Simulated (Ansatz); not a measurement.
Computed with Ansatz on PBE0-D4/def2-TZVP structures; ΔE is electronic, products minus reactants. CCSD(T)/CBS adds triple-zeta CCSD(T) − MP2 to the extrapolated MP2 energy (def2 sets, frozen cores). DFT in def2-TZVPP. B3LYP here is the variant with VWN-RPA as its local correlation; programs differ in this. def2 core potentials past Kr. For Br, In outer-core shells are correlated without core-valence functions, which leaves a few kJ/mol of doubt a bond. Scalar relativity is left out up to krypton. One conformer a species, not always the lowest.

Reaction (redistribution): `[F][Al]([SH])[Br]` + `C[CH2][In]([Cl])[Cl]` → `C[CH2][Al]([F])[Br]` + `[SH][In]([Cl])[Cl]`

Q: Is it downhill or uphill in electronic energy at CCSD(T)/CBS, and by how much? (Best estimate.)

A: Computed: Uphill: ΔE = +19.9 kJ/mol.

Q: What do these levels give: LDA (SPW92), BLYP, B3LYP, HF/def2-TZVPP, CCSD(T)/def2-TZVPP, HF/CBS(def2)? (Best estimate.)

A: The calculation gave: LDA (SPW92) 15.9, BLYP 15.2, B3LYP 14.4, HF/def2-TZVPP 9.6, CCSD(T)/def2-TZVPP 19.3, HF/CBS(def2) 9.7 kJ/mol.

Largest T1 diagnostic among the species: 0.013.

Leaving LDA and LC-ωPBE aside and taking each functional with its dispersion term where it has one, the values, not all of them listed here, spread over 5.0 kJ/mol, from B97M-V to revPBE-D4. In def2-TZVPP, CCSD(T) changes the Hartree–Fock value by +9.7 kJ/mol (the triples alone add +0.7 kJ/mol) and MP2 by +12.7 kJ/mol. At CCSD(T), def2-SVP lies −8.8 kJ/mol from the extrapolated value and def2-TZVPP −0.6 kJ/mol.
